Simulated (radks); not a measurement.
Removal energies from the erbium ion Er4+, [Xe] 4f10, by Delta-SCF beside the eigenvalue of the level emptied. Calculated with a radial shooting solver on a logarithmic mesh with Libxc functionals: scalar-relativistic Kohn-Sham, PBE, spin-polarised, spherical densities, finite nucleus; Fermi nuclear charge, rms radius of each element as measured or else 0.836 A^(1/3) + 0.57 fm. Open shells are filled with parallel spins first.

removed from	final configuration	Delta-SCF (eV)	-eigenvalue (eV)
4f	[Xe] 4f9	65.311	54.263
5p	[Kr] 4d10 4f10 5s2 5p5	78.151	70.813
5s	[Kr] 4d10 4f10 5s1 5p6	106.49	98.366
4d	[Kr] 4d9 4f10 5s2 5p6	230.39	218.35
